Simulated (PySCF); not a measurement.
H5InO3Si. Atoms are numbered in the order given.

```xyz
10

In    -0.0022     0.6203     0.0000
O      1.3618     2.1028     0.0000
H      0.8995     2.9642     0.0000
O     -2.0204     0.7325     0.0000
H     -2.2975     1.6700     0.0000
O      0.7885    -1.2233     0.0000
Si     0.0645    -2.7327     0.0000
H     -0.7990    -2.9501     1.2192
H      1.1590    -3.7652     0.0000
H     -0.7990    -2.9501    -1.2192
```
Charge 0, spin multiplicity 1.

Coordinates come from a PBE-D3(BJ)/def2-SVP optimisation. The structure was generated by enumeration; whether it is a known compound was not checked. The def2 effective core potentials stand for the cores of In; spin–orbit coupling is left out. The values are those of a single conformer.

The numbers are results of PBE-D3(BJ)/def2-SVP run with PySCF, not measurements.

Frequencies are harmonic and unscaled.

### Question
Estimate the vibrational spectrum. (Estimate from the structure and the level; the computed values follow.)

### Answer

| mode | ν (cm⁻¹) | IR (km/mol) | moving atoms (share of kinetic energy) |
|---|---|---|---|
| 1 | 28 | 1.3 | H 66 %, O 27 % |
| 2 | 53 | 3.5 | H 47 %, O 45 % |
| 3 | 62 | 0.0 | O 52 %, Si 27 %, H 12 %, In 9 % |
| 4 | 108 | 28.9 | O 77 %, In 11 %, H 10 % |
| 5 | 127 | 33.7 | O 65 %, In 29 % |
| 6 | 142 | 2.0 | H 91 % |
| 7 | 145 | 6.9 | O 46 %, Si 28 %, In 16 %, H 10 % |
| 8 | 254 | 146.1 | H 91 %, O 8 % |
| 9 | 446 | 9.7 | O 57 %, Si 21 %, In 12 %, H 10 % |
| 10 | 557 | 37.8 | O 89 % |
| 11 | 592 | 64.9 | O 80 %, In 19 % |
| 12 | 693 | 44.7 | H 84 %, Si 9 % |
| 13 | 701 | 40.7 | H 79 %, O 11 %, Si 10 % |
| 14 | 807 | 141.4 | H 94 % |
| 15 | 851 | 14.6 | H 91 % |
| 16 | 909 | 69.5 | H 96 % |
| 17 | 916 | 54.6 | H 93 % |
| 18 | 928 | 368.3 | O 71 %, Si 22 % |
| 19 | 967 | 291.4 | H 92 % |
| 20 | 2135 | 161.2 | H 96 % |
| 21 | 2135 | 103.4 | H 98 % |
| 22 | 2164 | 138.8 | H 97 % |
| 23 | 3699 | 29.8 | H 94 % |
| 24 | 3701 | 65.8 | H 94 % |
